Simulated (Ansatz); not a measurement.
`O[SiH](O)O[SiH2]F`, relaxed with RKS PBE-D4/def2-SVP in Ansatz 0.2.0 from a rough embedded geometry. The force threshold is 0.03 eV/Å; the program also tests the step.

Charge 0, multiplicity 1.

Start:

```xyz
11

O    -1.074   -1.155   -1.486
Si    0.131   -0.210   -1.046
O     1.510   -0.778   -1.703
O     0.314   -0.088    0.596
Si   -0.452    0.658    1.811
F    -0.008    2.196    1.800
H    -0.792   -1.990   -1.916
H    -0.088    1.197   -1.597
H     2.317   -0.417   -1.339
H     0.014    0.020    3.129
H    -1.873    0.566    1.752
```

(1) By how much does the energy fall, and how many steps does the optimiser take? (Best estimate.)

(2) Which bonds change most? (An estimate is asked.)

(3) Give the relaxed structure. (An estimate is asked.)

## Answers

(1) The calculation gave: 7.71 kcal/mol, in 7 steps, 2 of them rejected.

(2) Computed: Si5–H11 from 1.425 to 1.498 Å; O1–Si2 from 1.593 to 1.660 Å; Si5–H10 from 1.536 to 1.495 Å; O4–Si5 from 1.619 to 1.660 Å.

(3) The calculation gave: 
```xyz
11

O    -1.071   -1.137   -1.664
Si    0.142   -0.118   -1.166
O     1.593   -0.710   -1.733
O     0.286   -0.055    0.508
Si   -0.428    0.637    1.837
F     0.018    2.207    1.929
H    -0.845   -2.084   -1.641
H    -0.229    1.232   -1.673
H     2.365   -0.513   -1.174
H     0.090   -0.060    3.054
H    -1.921    0.601    1.724
```
